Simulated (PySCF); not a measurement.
An unknown shows these calculated signals:

¹H NMR (500 MHz, computed): δ 4.26 (m, 2H), 4.01 (m, 4H), 1.55 (m, 4H), 0.21 (m, 3H).

¹³C{¹H} NMR (computed): δ 72.2 (CH2), 23.9 (CH2), -9.0 (CH3).

- shielding tensors at PBE0/pcSseg-1 (GIAO)
- GFN2-xTB geometry
- program: PySCF
- no solvent, one computed conformer, equivalent nuclei averaged, relativity neglected

References, each an isolated molecule treated in the same way: ¹H, ¹³C against TMS.

Q: Which of these does the molecule contain: a Si–H bond, a Si–CH3 group, an S-methyl group, a C≡C triple bond, a benzene ring?

A: 
- A Si–H bond: yes (δH 4.26 (m)).
- A Si–CH3 group: yes (δC -9.0; δH 0.21 (m)).
- An S-methyl group: no.
- A C≡C triple bond: no.
- A benzene ring: no.

The data belong to SMILES C[SiH2]P1CCOCC1, C5H13OPSi; they needn't prove each group on their own.

Carbon signals by region: 1 at 50–100 ppm, 2 below 50 ppm.

Splittings by ³¹P in the carbon and heteronuclear signals aren't shown, as no couplings were computed. Shifts are as computed. Against solution values, carbons near 30 ppm lie about +3 ppm off and those near 130 ppm about +5 ppm. Of 1211 compounds with measured shifts, 218 miss one by over three times the rms of a fit or turn the order of signals round; such compounds aren't used in these exercises. Multiplicities follow the n + 1 count of equivalent neighbours, as no J values were calculated; m marks all less simple cases, F and P coupling included.
